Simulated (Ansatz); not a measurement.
Cartesian coordinates in Å:
```
F -0.012 -1.880 0.170
Sn 0.147 0.014 0.093
F -1.054 0.600 1.446
I -0.805 0.808 -2.227
H 1.723 0.457 0.518
```

Charge 0, multiplicity 1. Sn, I: def2 effective core potential.

Task: List the PBE/def2-TZVPP orbital energies in eV (the Gaussian-basis code of Ansatz). (Estimate.)

Result: Computed: Occupied: -659.41, -659.41, -180.58, -134.86, -127.97, -127.71, -127.70, -90.84, -90.81, -90.76, -50.07, -49.99, -49.98, -49.77, -49.77, -29.37, -29.08, -27.29, -27.20, -27.19, -26.81, -26.20, -18.09, -13.56, -10.56, -10.43, -10.06, -9.31, -9.23, -9.20, -8.53, -7.33, -7.31. Lowest empty: -3.31, -1.53, -1.22, 0.53, 1.38, 1.93, 2.37, 2.74.
